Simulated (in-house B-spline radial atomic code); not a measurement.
Ionising Se⁺ with different functionals

Computed with an all-electron radial atomic-structure program (B-spline basis): non-relativistic Hamiltonian, point nucleus, spin-polarised at highest spin, spherical fractional occupations for the functionals, and exact exchange of hybrids averaged over the configuration. The ionisation energy is the difference of two self-consistent energies, [Ar] 3d10 4s2 4p3 → [Ar] 3d10 4s2 4p2, without Breit or QED terms; ε is the level of the shell that loses the electron (its least bound occupied spin orbital). There is no spin-orbit coupling in this Hamiltonian.

```
   method                    rung  ΔSCF (eV)  -ε(4p) (eV)
     PBE0           global hybrid      21.42        17.86
    B3LYP           global hybrid      21.26        17.40
    TPSSh           global hybrid          ?            ?
   M06-2X           global hybrid      21.07        18.89
BHandHLYP           global hybrid      21.20        18.95
  r2SCAN0           global hybrid      21.73        18.20
    B97-1           global hybrid      21.25        17.48
    HSE06  range-separated hybrid          ?            ?
    wB97X  range-separated hybrid      21.13        20.15
CAM-B3LYP  range-separated hybrid      21.25        19.09
  LC-wPBE  range-separated hybrid      21.44        20.74
```

What does TPSSh give?

ΔSCF 21.49 eV, and -ε(4p) = 17.15 eV.

What does HSE06 give?

ΔSCF 21.38 eV, and -ε(4p) = 17.42 eV.

Among the functionals, which spreads more, the ΔSCF values or the orbital energies?

The orbital energies: ΔSCF values span about 0.66 eV and the orbital energies 3.59 eV; here energy differences depend much less on the functional than eigenvalues do.

How do they compare with the NIST value?

NIST lists 21.20 eV ± 0.01 (measured, ground level to ground level). Errors run from -0.12 to +0.54 eV; BHandHLYP is closest (+0.01 eV), but part of that can be cancellation, since the calculations leave out relativity, Breit-QED terms, multiplet and fine-structure energies.
